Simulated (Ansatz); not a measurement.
This geometry of C$_{2}$H$_{4}$O$_{2}$Si (9 atoms, charge 0, multiplicity 1) is a first-order saddle point.

Level of theory: RKS PBE-D4/def2-SVP (Ansatz).

```xyz
9
Properties=species:S:1:pos:R:3
C 0.519 1.537 -1.023
C 0.145 0.451 -0.255
O -0.250 0.478 1.037
Si -0.465 -1.290 1.014
O 0.087 -0.879 -0.611
H -0.170 1.790 -1.849
H 1.586 1.568 -1.307
H -1.890 -1.697 1.118
H 0.528 -2.003 1.860
```

(1) Which two structures does it join? (They come from a converged band through this point; their orientation in space is the band's.)

(2) How far does it lie above each of them?

## Answers

(1) No bond is made or broken. The dihedral H6–C1–C2–O5 goes from 180 to 0°. The two ends are copies of one structure, up to a mirror image or an exchange of like atoms.

Initial state:

```xyz
9
Properties=species:S:1:pos:R:3
C 0.535 1.378 -1.146
C 0.159 0.388 -0.327
O -0.591 0.491 0.844
Si -0.450 -1.216 0.999
O 0.432 -0.973 -0.457
H 0.245 2.410 -0.916
H 1.128 1.147 -2.038
H -1.727 -1.982 0.856
H 0.357 -1.690 2.167
```

Final state:

```xyz
9
Properties=species:S:1:pos:R:3
C 0.535 1.378 -1.146
C 0.158 0.388 -0.327
O -0.592 0.491 0.843
Si -0.450 -1.216 0.999
O 0.431 -0.974 -0.458
H 1.129 1.147 -2.038
H 0.246 2.410 -0.915
H -1.727 -1.983 0.857
H 0.358 -1.688 2.167
```

(2) 50.8 kcal/mol above the first and 50.8 kcal/mol above the second. This is the barrier of this one path; another mechanism may lie lower.

Time of the run: 2.6 min on 2 threads of Arm Neoverse V1, on a shared host, peak memory 0.13 GiB.
